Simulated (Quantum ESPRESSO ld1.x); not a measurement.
Question: The aim is the ytterbium ion Yb2+ in [Xe] 4f14. This ld1.x (Quantum ESPRESSO 7.5) run was made with `OMP_NUM_THREADS=1 ld1.x < ld1.in > ld1.out`. Can the result be used? Name any fault.

```
 &input
    zed=70.0,
    iswitch=1,
    rel=2,
    dft='PZ',
    config='[Xe] 4f14',
    lsmall=.true.,
    tr2=1e-22,
    prefix='ld1',
    max_out_wfc=37,
    file_charge='ld1.rho',
 /
```

Output (excerpt):

```
     Program LD1 v.7.5 starts

     Message from routine scf:
     warning: convergence not achieved
     --------------------------- All-electron run ----------------------------

     dirac relativistic calculation

     atomic number is 70.00
     dft =PZ   lsd =0 sic =0 latt =0  beta=0.20 tr2=1.0E-22
     Exchange-correlation= PZ
                           (   1   1   0   0   0   0   0)
     mesh =2107 r(mesh) =  99.43506 a.u. xmin = -8.00 dx = 0.00800
     1 Ry =  13.60569312 eV, c = 137.03599908

     n l j   nl                  e(Ry)          e(Ha)          e(eV)
     Spin orbit split results
     1 0 0.5 1S 1( 2.00)     -4492.9562     -2246.4781    -61129.7838
     2 0 0.5 2S 1( 2.00)      -761.7422      -380.8711    -10364.0306
     2 1 0.5 2P 1( 2.00)      -726.8145      -363.4072     -9888.8144
     2 1 1.5 2P 1( 4.00)      -649.9387      -324.9694     -8842.8670
     3 0 0.5 3S 1( 2.00)      -172.4781       -86.2391     -2346.6843
     3 1 0.5 3P 1( 2.00)      -157.0429       -78.5214     -2136.6771
     3 1 1.5 3P 1( 4.00)      -140.7306       -70.3653     -1914.7372
     4 0 0.5 4S 1( 2.00)       -34.7515       -17.3757      -472.8176
     4 1 0.5 4P 1( 2.00)       -28.5095       -14.2547      -387.8911
     4 1 1.5 4P 1( 4.00)       -24.8021       -12.4010      -337.4492
     3 2 1.5 3D 1( 4.00)      -114.3877       -57.1939     -1556.3243
     3 2 2.5 3D 1( 6.00)      -110.8207       -55.4104     -1507.7925
     5 0 0.5 5S 1( 2.00)        -5.1361        -2.5680       -69.8799
     5 1 0.5 5P 1( 2.00)        -3.4429        -1.7214       -46.8429
     5 1 1.5 5P 1( 4.00)        -2.9874        -1.4937       -40.6458
     4 2 1.5 4D 1( 4.00)       -14.5232        -7.2616      -197.5977
     4 2 2.5 4D 1( 6.00)       -13.8485        -6.9242      -188.4179
     4 3 2.5 4F 1( 6.00)        -1.3728        -0.6864       -18.6779
     4 3 3.5 4F 1( 8.00)        -1.2755        -0.6378       -17.3547
     Averaged results
     1 0     1S 1( 2.00)     -4492.9562     -2246.4781    -61129.7838
     2 0     2S 1( 2.00)      -761.7422      -380.8711    -10364.0306
     2 1     2P 1( 6.00)      -675.5640      -337.7820     -9191.5161
     3 0     3S 1( 2.00)      -172.4781       -86.2391     -2346.6843
     3 1     3P 1( 6.00)      -146.1680       -73.0840     -1988.7171
     4 0     4S 1( 2.00)       -34.7515       -17.3757      -472.8176
     4 1     4P 1( 6.00)       -26.0379       -13.0189      -354.2632
     3 2     3D 1(10.00)      -112.2475       -56.1238     -1527.2052
     5 0     5S 1( 2.00)        -5.1361        -2.5680       -69.8799
     5 1     5P 1( 6.00)        -3.1392        -1.5696       -42.7115
     4 2     4D 1(10.00)       -14.1183        -7.0592      -192.0898
     4 3     4F 1(14.00)        -1.3172        -0.6586       -17.9218

     final scf error:  2.7E-17 reached in 201 iterations

     Etot =  -28133.204250 Ry,  -14066.602125 Ha, -382771.743593 eV

     Ekin =   31253.216748 Ry,   15626.608374 Ha,  425221.676173 eV
     Encl =  -69813.682327 Ry,  -34906.841163 Ha, -949863.537524 eV
     Eh   =   10998.458836 Ry,    5499.229418 Ha,  149641.655746 eV
     Exc  =    -571.197507 Ry,    -285.598753 Ha,   -7771.537988 eV
```

Answer: Yes, it can be used (usable despite the warning). The line at issue: tr2=1e-22. The threshold lies below the rounding noise, so the cycle runs to its limit and warns, but the energy differs from the sound run by less than 1e-5 hartree. The sound input gives -14066.60 hartree.
